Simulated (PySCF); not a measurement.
## InHg⁺ at RHF-SCS-MP2

Level: RHF-SCS-MP2. PySCF, scalar-relativistic core potentials, basis sets In def2-SVP with ECP28, Hg def2-SVP with ECP60.

For InHg⁺, the state is ¹Σ⁺ (singlet), closed shell, the bond length is 3.285 Å and the harmonic wavenumber is 59.0 cm⁻¹. The force constant is 0.150 mdyn/Å. The rotational constant Be is 0.02133 cm⁻¹, the anharmonicity ωexe is 0.407 cm⁻¹ and the vibration–rotation constant αe is 0.000157 cm⁻¹. The well depth De to In⁺ + Hg is 0.29 eV and the dissociation energy D0 is 0.29 eV.

Correlated steps freeze 4 core orbitals. The bond is weak. Basis-set superposition, not corrected here, can be much of De in a small basis, most of all at correlated wavefunction levels. Spin–orbit coupling is left out. For an ion De counts to the pair picked by the measured ionisation energies or electron affinities, which need not be the lowest pair at this level.
